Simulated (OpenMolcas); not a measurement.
d5 ions of charge +3 down a group with 4 bromide ligands in tetrahedral coordination

```
Program             : OpenMolcas
Method              : CASSCF
Spin-orbit coupling : state interaction with AMFI integrals over the reference wave functions
```

The d shell is active. Anionic complexes are neutralised by point charges behind the ligands. Distances were set from a Shannon-type radius of the metal (high-spin where two are listed) plus a fixed donor radius (Br 1.91 Å). Ligand basis ANO-RCC-VDZP, DKH2 Hamiltonian. States (labels of Td). Energies in cm-1 above the lowest state or level, χT in cm3 K/mol. Spin-only χT is S(S+1) / 2 for the spin of the ground state.

```json
{"Ion": "Fe3+", "Shell": "3d5", "R (Å)": "2.4", "Metal basis": "ANO-RCC-VDZP", "Outer charge (e at Å behind ligand)": "0.25 at 3.2", "Ground state": "6A1", "First gap with spin-orbit (degeneracies)": "30365 (6, 2)", "χT at 300 K": "4.386", "First state of another spin": "4T1 30396", "Spin-only χT": "4.375"}
{"Ion": "Ru3+", "Shell": "4d5", "R (Å)": "2.46", "Metal basis": "ANO-RCC-VDZP", "Outer charge (e at Å behind ligand)": "0.25 at 2.4", "Ground state": "6A1", "First gap with spin-orbit (degeneracies)": "0.7 (2, 4)", "χT at 300 K": "4.365", "First state of another spin": "2S+1 = 4: 15036", "Spin-only χT": "4.375"}
```

The rows also differ in their outer charges, so part of each step comes from that.

Every ion keeps the highest spin of its shell. χT departs most from the spin-only value for Fe3+, by +0.011 cm3 K/mol.

Without dynamic correlation the repulsion within the d shell is too large (B by tens of per cent), so at a given field states of lower spin stand too high. Ligand-to-metal charge-transfer states are missing. With no ligand orbital active B as a rule stays too high, so bands that hang on it stand too high and its fall with covalency is understated. With metal d orbitals alone and no dynamic correlation the field as a rule comes out too small, by tens of per cent, by up to half for chloride and softer ligands (holds for Fe3+). The least metal-like active orbital is 79 % on the metal (Löwdin) and no ligand orbital is active, so the numbers are rough (holds for Ru3+). With metal d orbitals alone the field can be off either way by tens of per cent (holds for Ru3+). No measured value stands beside these numbers; the geometry was imposed, not optimised, and the real ion may take another.

A state without a sure symmetry label is named by its multiplicity alone.
